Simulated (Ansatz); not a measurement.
Start from `NBO[SiH2]F` and change one atom or group to get `[CH3][AlH][O]BN`.

Ansatz, PBE0-D4/def2-TZVP geometries, multiplicity 1. Each molecule was computed in one conformer, which needn't be the lowest.

```csv
property,`NBO[SiH2]F`
HOMO–LUMO gap (ωB97M-V/def2-TZVPP) / eV,12.94
size of the dipole moment (B3LYP/def2-TZVPP) / D,2.25
LUMO energy (PBE/def2-TZVPP) / eV,-0.16
HOMO–LUMO gap (B3LYP/def2-TZVPP) / eV,8.53
HOMO–LUMO gap (PBE0/def2-TZVPP) / eV,9.05
HOMO energy (PBE0/def2-TZVPP) / eV,-8.27
```

Problem. What does the change do to each property? (An estimate is asked.)

Solution. Computed: 
```tsv
property	`[CH3][AlH][O]BN`	shift
HOMO–LUMO gap (ωB97M-V/def2-TZVPP) / eV	10.87	-2.07
size of the dipole moment (B3LYP/def2-TZVPP) / D	1.26	-0.99
LUMO energy (PBE/def2-TZVPP) / eV	-1.27	-1.11
HOMO–LUMO gap (B3LYP/def2-TZVPP) / eV	6.58	-1.95
HOMO–LUMO gap (PBE0/def2-TZVPP) / eV	7.04	-2.01
HOMO energy (PBE0/def2-TZVPP) / eV	-7.54	0.73
```

With PBE0 the HOMO rises by 0.73 eV and the LUMO falls by 1.27 eV, so the gap narrows by about 2.00 eV. PBE moves the HOMO by 0.68 eV and ωB97M-V by 0.83 eV. Dipoles are sizes alone; their direction can turn.

B3LYP here is the variant with VWN-RPA as its local correlation; programs differ in this.
